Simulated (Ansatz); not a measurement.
`[F][AlH2]` + `[PH2][GaH2]` → `[F][AlH][PH2]` + `[GaH3]`  (redistribution)

Gas-phase electronic energies from Ansatz, PBE0-D4/def2-TZVP geometries. CBS: MP2 limit from def2 TZ/QZ plus the TZ coupled-cluster correction, frozen cores. This one scheme is used for every species. DFT in def2-TZVPP. B3LYP here is the variant with VWN-RPA as its local correlation; programs differ in this. For Ga outer-core shells are correlated without core-valence functions, which leaves a few kJ/mol of doubt a bond. Scalar relativity is left out up to krypton. One conformer a species, not always the lowest.

| level | ΔE (kcal/mol) |
| --- | --- |
| LDA (SPW92) | 0.1 |
| B3LYP-D4 | 1.1 |

(1) What does CCSD(T)/CBS give? (Best estimate.)

Largest T1 diagnostic among the species: 0.014.

Answers

(1) The calculation gave: +1.0 kcal/mol. The listed levels differ from it by -0.9, 0.1 kcal/mol.

Leaving LDA and LC-ωPBE aside and taking each functional with its dispersion term where it has one, the values, not all of them listed here, spread over 1.1 kcal/mol, from r2SCAN-D4 to BLYP-D4.
